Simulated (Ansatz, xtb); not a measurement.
# H7NOSi2Sn: which of two structures lies lower

Structure I is a singlet given by its coordinates and structure II is `[SiH3]O[SiH2][NH][SnH]`, a singlet. Both are isolated molecules in the gas phase, relaxed with PBE0-D4/def2-SVP; the shapes shown needn't be the lowest conformers.

I (Å):

```xyz
12

N     0.2163   -2.3002    0.4397
O    -0.4775   -0.8444   -1.8247
Si    0.4762   -2.0725   -1.3326
Si   -1.9158   -0.2304   -1.1215
Sn   -1.8024   -1.2427    1.3488
H     0.9272   -1.8512    1.0185
H     0.1753   -3.2813    0.7165
H     0.1056   -3.3840   -1.9329
H     1.9073   -1.7486   -1.5705
H    -1.8677    1.2574   -1.2957
H    -3.0393   -0.7048   -1.9982
H    -0.6760    0.0855    1.7477
```

Close contacts (Å): N1–Si3 1.81, N1–Sn5 2.45, O2–Si3 1.63, O2–Si4 1.71, Si4–Sn5 2.67, N1–H6 1.02, N1–H7 1.02, Si3–H8 1.49, Si3–H9 1.49, Si4–H10 1.50, Si4–H11 1.50, Sn5–H12 1.79.

II (Å):

```csv
atom,x (Å),y (Å),z (Å)
N,2.0875,2.1023,-0.1587
O,-0.3233,1.0544,-0.7741
Si,-1.6612,1.0597,-1.7502
Si,1.2770,0.6478,-0.6158
Sn,1.2517,3.9882,-0.1125
H,-2.3332,2.3857,-1.6355
H,-1.2687,0.8243,-3.1742
H,-2.6076,-0.0122,-1.3226
H,1.7510,0.0885,-1.9224
H,1.4178,-0.4140,0.4267
H,3.0513,2.0255,0.1585
H,2.7882,4.6596,0.5264
```

Problem. Which of the two would you expect CCSD(T)/def2-SVP + ΔMP2/def2-TZVPP electronic energies to favour?

Solution. Structure I; the calculation gives E(II) − E(I) = +2.4 kcal/mol.

Level by level:

```csv
level,geometry,E(II) − E(I) (kcal/mol),departure from the last row (kcal/mol),"job, with rough time for the two"
PBE0-D4/def2-SVP,PBE0-D4/def2-SVP,+10.7,+8.2,"optimisation, 6 min"
HF/def2-SVP,PBE0-D4/def2-SVP,−0.1,−2.5,part of the CCSD(T) run
MP2/def2-SVP,PBE0-D4/def2-SVP,+4.3,+1.9,part of the CCSD(T) run
CCSD(T)/def2-SVP,PBE0-D4/def2-SVP,+4.5,+2.1,single point
CCSD(T)/def2-SVP + ΔMP2/def2-TZVPP,PBE0-D4/def2-SVP,+2.4,,"single point, 89 s"
```

HF/def2-SVP finds them nearly level. The largest departure from CCSD(T)/def2-SVP + ΔMP2/def2-TZVPP is that of PBE0-D4/def2-SVP, 8.2 kcal/mol. Levels run at GFN2-xTB geometries aren't shown. The last row adds to CCSD(T) the change of the MP2 difference between the two basis sets, here −2.1 kcal/mol.

With thermal terms from frequencies at re-optimised GFN2-xTB minima (ideal gas, soft modes damped towards free rotors, one conformer each, 298.15 K, 1 atm): on the last row, ΔE + ΔZPE = −1.1, ΔH = −0.4, ΔG = −2.7 kcal/mol. The zero-point term alone reverses the order. The free energy reverses the electronic order.

The correlated steps freeze 16 core orbitals; the filled d shell of Sn is correlated, in a basis made for valence electrons. Atoms past krypton carry core potentials in the def2 sets and no spin–orbit term is included. Codes used: Ansatz 0.2.0, xtb 6.7.1; the last row on 2 threads of Arm Neoverse V1 on a shared host.
